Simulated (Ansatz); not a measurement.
```xyz
10

O    -0.916   -2.014    0.215
Ge   -0.026   -0.531    0.661
B     1.551    0.114   -0.534
O     0.828    1.158   -0.991
C    -0.517    1.085   -0.429
H    -1.492   -2.318    0.920
H    -0.133   -0.365    2.195
H     2.678   -0.074   -0.876
H    -0.743    2.025    0.076
H    -1.230    0.919   -1.237
```

The species carries charge 0 and has multiplicity 1.

Question: List the PBE/def2-TZVPP orbital energies in eV (the Gaussian-basis code of Ansatz). (Best estimate.)

Answer: Computed: Occupied: -10804.49, -1337.81, -1191.23, -1191.23, -1191.21, -511.41, -510.10, -270.25, -177.82, -162.44, -113.91, -113.88, -113.83, -29.87, -29.73, -29.67, -29.66, -29.64, -26.29, -24.32, -16.97, -14.16, -12.26, -11.76, -11.43, -10.56, -9.84, -8.15, -8.00, -7.80, -6.76, -6.09. Lowest empty: -2.21, -0.18, 0.05, 0.30, 0.68, 1.33, 1.81, 2.13.
